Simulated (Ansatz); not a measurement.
A nudged elastic band was laid between two geometries of GeH3NO (6 atoms, charge 0, multiplicity 1).

Method: UKS CAM-B3LYP-D4/def2-SVP in Ansatz 0.2.0.

| Quantity | Value |
| --- | --- |
| movable images | 5 |
| climbing image | yes |
| spring | 5.0 eV/Å² |
| optimiser | quadratic models (default) |
| start path | through a guess of the saddle point |
| force threshold | 0.05 eV/Å |
| iteration limit | 60 |
| end points | relaxed |

Initial state:

```xyz
6
Properties=species:S:1:pos:R:3
N -0.773 0.044 -0.567
Ge 0.579 -1.160 -0.341
O 1.495 -0.306 0.933
H -1.517 -0.110 -1.241
H -0.896 0.924 -0.071
H 1.154 0.543 1.241
```

Final state:

```xyz
6
Properties=species:S:1:pos:R:3
N -1.292 0.823 -0.442
Ge -0.137 -0.401 -0.380
O 1.316 -0.588 0.606
H -0.184 -1.642 -1.249
H -1.140 1.605 0.200
H 1.478 0.141 1.218
```

Problem. Which bonds break or form, and what moves?

Solution. Bonds broken: N1–H4. Bonds formed: Ge2–H4.

Problem. Give the energies along the band, and the barrier.

Solution. The run converged. The highest image is number 4 of 0 to 6, 88.5 kcal/mol above the first end and 41.5 kcal/mol above the last; the last end lies 47.1 kcal/mol above the first. Neighbouring images differ by up to 1.7 eV, so the band resolves the path poorly. A vibrational analysis at the climbing image gives one clearly imaginary mode, 1368i cm⁻¹: a first-order saddle point.

| image | path coordinate (Å) | energy (kcal/mol) | N1–H4 (Å) | Ge2–H4 (Å) |
| --- | --- | --- | --- | --- |
| 0 | 0.00 | 0.0 | 1.02 | 2.51 |
| 1 | 0.49 | 3.0 | 1.01 | 2.42 |
| 2 | 0.99 | 13.0 | 1.03 | 2.17 |
| 3 | 1.48 | 53.0 | 1.29 | 1.79 |
| 4 | 1.98 | 88.5 | 1.82 | 1.61 |
| 5 | 2.69 | 65.4 | 2.38 | 1.50 |
| 6 | 3.39 | 47.1 | 2.82 | 1.52 |

Problem. What is the geometry of the highest image?

Solution. 
```xyz
6
Properties=species:S:1:pos:R:3:forces:R:3
N -1.262 0.373 -0.255 -0.03 0.02 0.00
Ge -0.133 -0.977 0.013 0.02 -0.02 0.01
O 1.460 -0.514 0.670 0.01 -0.01 0.00
H -0.477 -0.669 -1.528 0.00 0.00 -0.02
H -1.043 1.347 0.008 0.00 0.01 0.00
H 1.496 0.376 1.046 0.00 0.00 0.00
```

The band took 12 iterations and of the order of 5 core-minutes.

The run took 2.5 min on 2 threads of Arm Neoverse V2, with other jobs on the host, peak memory 0.24 GiB.
